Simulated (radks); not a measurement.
Species: Ag2+. Configuration: [Kr] 4d9.

Calculated with a radial shooting solver on a logarithmic mesh with Libxc functionals: Dirac Kohn-Sham, LDA (Slater exchange, Perdew-Wang correlation), spin-unpolarised, spherical densities, point nucleus; open shells fill j = l - 1/2 first.

Energy parts (eV):
total: -144525.846
kinetic: 151214.979
electron-nucleus: -349630.840
Hartree: 57802.658
exchange-correlation: -3912.643

Orbitals (lengths in bohr, moments of r in powers of bohr; <r^-3> diverges for s and p1/2):
\begin{tabular}{lrrrrr}
orbital & occ. & eigenvalue (eV) & <1/r> & <r^4> & <r^-3> \\ \hline
1s1/2 & 2 & -25306.89 & 49.39 & 4.465e-06 & - \\
2s1/2 & 2 & -3745.475 & 11.38 & 0.0007928 & - \\
2p1/2 & 2 & -3484.330 & 11.36 & 0.0005156 & - \\
2p3/2 & 4 & -3309.269 & 10.68 & 0.0005943 & 3491 \\
3s1/2 & 2 & -704.7928 & 3.977 & 0.03729 & - \\
3p1/2 & 2 & -600.7901 & 3.886 & 0.03687 & - \\
3p3/2 & 4 & -569.8904 & 3.718 & 0.04132 & 626.5 \\
3d3/2 & 4 & -385.0483 & 3.556 & 0.03738 & 96.34 \\
3d5/2 & 6 & -378.8188 & 3.513 & 0.03876 & 90.68 \\
4s1/2 & 2 & -117.5561 & 1.529 & 1.324 & - \\
4p1/2 & 2 & -84.6310 & 1.408 & 1.862 & - \\
4p3/2 & 4 & -79.4246 & 1.354 & 2.118 & 105.4 \\
4d3/2 & 4 & -29.4999 & 1.032 & 7.843 & 9.905 \\
4d5/2 & 5 & -28.8775 & 1.018 & 8.271 & 9.203 \\
\end{tabular}

The highest occupied level is 4d5/2 at -28.878 eV. Summed over all electrons, <r^2> = 30.05 bohr^2, which gives a Langevin (diamagnetic) susceptibility term of -23.8 x 10^-6 cm^3/mol.
